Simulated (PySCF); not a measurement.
Structure problem from calculated spectra and properties.

Formula: C5H7NO2Si.

* NMR, other nuclei: isotropic shieldings of nuclei other than C and H, by class: -87 (1 N), -280 (1 O), 312 (1 O), 410 (1 Si) ppm [GIAO PBE0/pcSseg-1]
* UV, strongest line: among the 8 lowest singlet transitions: S8 at 7.56 eV (164 nm, f = 0.079) [TDDFT CAM-B3LYP/def2-SVPD]
* Dipole: 5.96 D [CAM-B3LYP/def2-SVPD]
* 13C NMR: chemical shifts (computed TMS as zero) by class: 204.4 (1 C), 135.2 (1 C), 126.5 (1 C), 125.5 (1 C), 83.5 (1 C) ppm [GIAO PBE0/pcSseg-1]
* Polarisability: 90.3 au [CAM-B3LYP/def2-SVPD]
* Rotational structure: rotational constants A, B, C: 2.881, 0.942, 0.797 GHz [GFN2-xTB]
* UV, first state: lowest singlet excitation: 4.50 eV (276 nm, f = 0.004) [TDDFT CAM-B3LYP/def2-SVPD]

Gas-phase values; electronic properties from PySCF, density fitting. Levels stand in brackets. Isolated species at its GFN2-xTB geometry (one conformer only). Each NMR value is the plain mean over a class of atoms that symmetry, rotation or inversion makes alike.

Problem. Propose a structure and show how it fits.

Solution. Numbering: `[CH2:1]=[CH:2][C@@H:3]([CH:4]=[O:5])[O:6][SiH2:7][C:8]#[N:9]`. Its formula, C5H7NO2Si, gives 4 degrees of unsaturation: 0 rings and 4 π bonds in the structure found. 5 carbons fall into 5 classes; from least to most shielded: aldehyde carbon [C4] (204.4 ppm), alkene CH carbon [C2] (135.2 ppm), cyano carbon [C8] (126.5 ppm), terminal =CH2 carbon [C1] (125.5 ppm), sp3 carbon bound to oxygen [C3] (83.5 ppm). The other shieldings belong to: -87 ppm, cyano nitrogen [N9]; -280 ppm, aldehyde oxygen [O5]; 312 ppm, silyl ether oxygen [O6]; 410 ppm, oxygen-bound silicon [Si7]. The optimised geometry has point group C1 and is an asymmetric top. Structure: `C=C[C@@H](C=O)O[SiH2]C#N`. Computed isomers that give other values at the same levels: `[H]/N=C(/CC#C[SiH3])C(=O)O` (13C chemical shifts (computed TMS as zero) by class: 169.1 (1 C), 163.7 (1 C), 112.6 (1 C), 84.9 (1 C), 31.0 (1 C) ppm); `C=C[Si@@H]1OC[C@@H](C#N)O1` (13C chemical shifts (computed TMS as zero) by class: 145.3 (1 C), 137.8 (1 C), 125.2 (1 C), 71.0 (1 C), 62.4 (1 C) ppm); `N#C[C@@H]1CO[SiH2]CC1=O` (13C chemical shifts (computed TMS as zero) by class: 204.4 (1 C), 124.4 (1 C), 74.6 (1 C), 49.3 (1 C), 36.4 (1 C) ppm). The assignments are read from this structure; whether some other isomer fits the data as well wasn't checked. The mirror image fits equally.

Conformer computed: `[CH2:1]=[CH:2][C@@H:3]([CH:4]=[O:5])[O:6][SiH2:7][C:8]#[N:9]`: C1–C2–C3–C4 -116°, C2–C3–C4–O5 115°, C2–C3–O6–Si7 -108°, C3–O6–Si7–C8 -73°.
